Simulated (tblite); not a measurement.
Start geometry of `[CH2]/N=C\[SiH2]P` [radical] from a force field or distance geometry (Å):
```
atom  x, y, z in Å
C1    -1.6979   -1.2123   -0.2640
N2    -1.6457   -0.5887    0.9405
C3    -0.7654    0.3521    1.1498
Si4    0.5304    1.0862    0.0135
P5     2.3620   -0.1887    0.0676
H6    -1.8432   -0.6325   -1.1755
H7    -1.9411   -2.2662   -0.2767
H8    -0.7743    0.8308    2.1477
H9     0.0909    1.1507   -1.3950
H10    0.9230    2.4443    0.4563
H11    1.8012   -1.3157   -0.5877
H12    2.9614    0.3395   -1.1024
```

Task: What comes out of this run: tblite, GFN2-xTB geometry optimisation, gas phase?

Result: 
```
atom  x, y, z in Å
C1    -1.503   -1.400   -0.142
N2    -1.417   -0.599    0.848
C3    -0.877    0.565    1.021
Si4    0.617    1.234    0.094
P5     2.098   -0.442   -0.104
H6    -1.408   -1.081   -1.177
H7    -1.767   -2.426    0.052
H8    -1.311    1.150    1.821
H9     0.230    1.776   -1.222
H10    1.229    2.293    0.897
H11    1.322   -1.204   -0.957
H12    2.787    0.133   -1.157
```

The energy falls by 45.9 kJ/mol over 99 L-BFGS steps, the largest force on an atom goes from 3.01 to 0.008 eV/Å, and the atoms move by 0.472 Å rms after alignment. The bond that changes most is C1–N2 (ends: carbon bonded to N and 2 H; nitrogen bonded to 2 C), which shortens by 0.080 Å. Bonds longer at the end by more than 0.005 Å: 2 of 11; shorter: 6. Among the angles that change most is C1–N2–C3, from 120.0° to 134.1°. Among the dihedrals that turn most is N2–C3–Si4–H9, from 34° to 82°. Rotational constants go from 5370, 1643, 1454 to 4423, 2033, 1536 MHz. The orientation of the end geometry is arbitrary; only internal coordinates are fixed.

GFN2-xTB frequencies show an imaginary mode (46i cm⁻¹), so the point is no minimum at that level. 3 starts were optimised and ended at 0.00, 0.27 and 1.03 kcal/mol (GFN2-xTB); the lowest of these is shown.

One conformer stands for the species.

These are computed values.
